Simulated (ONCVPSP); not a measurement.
**LDA (Perdew-Wang 92) ONCV dataset for Mn (Z = 25), scalar-relativistic all-electron reference.**

manganese, optimised norm-conserving Vanderbilt (ONCV), made with ONCVPSP 4.0.1 (LDA (Perdew-Wang 92), scalar-relativistic). Core [Ne], reference 3s2 3p6 3d5 4s1 (charge +1). Waves: 3s+4s: rc 1.45 bohr, ncon 4, nbas 7, qcut 11 1/bohr, 2 projectors; 3p: rc 0.95 bohr, ncon 5, nbas 8, qcut 8.7 1/bohr, 2 projectors, debl 2.1 Ha; 3d: rc 1.50 bohr, ncon 3, nbas 7, qcut 8.3 1/bohr, 3 projectors, debl 1.7 Ha. Local part: polynomial inside 0.75 bohr (lpopt 5, dvloc0 -1 Ha). Core correction: Teter function fitted to the true core (icmod 2), fcfact 0.5.

In the p channel the program set the typed energies aside and used -2.308, 0.250 Ha.

Calculated quality:

```json
{
 "Cutoffs needed": "88 Ha and 194 Ha (the cutoffs (Ha) at which the residual kinetic energy of the hardest occupied pseudo-wave falls to 1 and 0.1 mHa per electron)",
 "Ghost test": "no bound ghost flagged; GHOST(+) flagged for s at 303.4 eV",
 "Largest excitation error": "+54 meV (all-electron minus pseudo) for 3s2 3p6 3d4 4s0, out of 4 test configurations",
 "rms error of d²Exc/dni dnj": "2.56 mHa without and 0.83 mHa with the model core"
}
```

Generation and tests took about 3.9 s on one core of a shared server CPU.
